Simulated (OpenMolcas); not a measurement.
Cr4+ with 6 ligands (fluoride) in octahedral coordination (Oh). A charge of +0.333 e stands 2.4 Å behind each ligand. Ligand basis ANO-RCC-VDZP.

```json
{
  "Program": "OpenMolcas 26.06",
  "Method": "CASSCF",
  "Basis": "ANO-RCC-VDZP [5s4p2d1f]",
  "Scalar Hamiltonian": "DKH2, point nucleus",
  "Active space": "2 electrons in 5 orbitals (3d)",
  "State averaging": "2S+1 = 3 even, 10 roots; 2S+1 = 1 even, 15 roots",
  "Spin-orbit coupling": "state interaction with AMFI integrals over the reference wave functions"
}
```

All ligands move together. At R = 1.86 Å |10Dq| is 18628 cm-1, and at R = 1.98 Å it is 14659 cm-1.

Q: A third run gives 21912 cm-1. What distance was it run at?

A: With a power law R^-n the two known points give n = -ln(14659 / 18628) / ln(1.98 / 1.86) = 3.83. Then R = 1.86 × (18628 / 21912)^(1/3.83) = 1.783 Å. The run was at 1.79 Å, so the estimate is off by -0.007 Å.

An orbital triplet at a regular site is open to Jahn-Teller coupling, which can distort the site and quench the lowest spin-orbit gaps and is left out. Without dynamic correlation the repulsion within the d shell is too large (B by tens of per cent), so at a given field states of lower spin stand too high. Ligand-to-metal charge-transfer states are missing. With no ligand orbital active B as a rule stays too high, so bands that hang on it stand too high and its fall with covalency is understated. With metal d orbitals alone and no dynamic correlation the field as a rule comes out too small, by tens of per cent, by up to half for chloride and softer ligands. The least metal-like active orbital is 81 % on the metal (Löwdin) and no ligand orbital is active, so the numbers are rough (holds for R = 1.79; R = 1.86). The least metal-like active orbital is 82 % on the metal (Löwdin) and no ligand orbital is active, so the numbers are rough (holds for R = 1.98). No measured value stands beside these numbers; the geometry is a model, was not optimised and need not be the one that this ion takes.
